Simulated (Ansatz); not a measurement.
Compare A (`C[SiH](C)O[SiH3]`) with its isomer B (`C[Si](C)(O)[SiH3]`).

Gas-phase electronic energies from Ansatz, PBE0-D4/def2-TZVP geometries. CBS: MP2 limit from def2 TZ/QZ plus the TZ coupled-cluster correction, frozen cores. Functionals use def2-TZVPP. B3LYP here is the variant with VWN-RPA as its local correlation; programs differ in this. One conformer a species, not always the lowest.

(1) Which isomer does CCSD(T)/CBS put lower? Give the gap. (An estimate is asked.)

(2) Give E(B) − E(A) in kJ/mol with MP2/def2-TZVPP, B3LYP, HF/def2-TZVPP, PBE0-D4, B3LYP-D4, ωB97M-V, CCSD/def2-TZVPP. (An estimate is asked.)

Largest T1 diagnostic: 0.011.

Results:

(1) Ansatz gave: A, by 112.9 kJ/mol.

(2) Computed: MP2/def2-TZVPP 119.4, B3LYP 114.4, HF/def2-TZVPP 144.6, PBE0-D4 94.1, B3LYP-D4 112.0, ωB97M-V 114.2, CCSD/def2-TZVPP 117.3. None reverses the order clearly.

From PBE to PBE0 (25 % exact exchange), in def2-TZVPP and without D4, E(B) − E(A) moves by +10.3 kJ/mol. In def2-TZVPP, CCSD(T) changes the Hartree–Fock value by −32.0 kJ/mol (the triples alone add −4.7 kJ/mol) and MP2 by −25.3 kJ/mol.
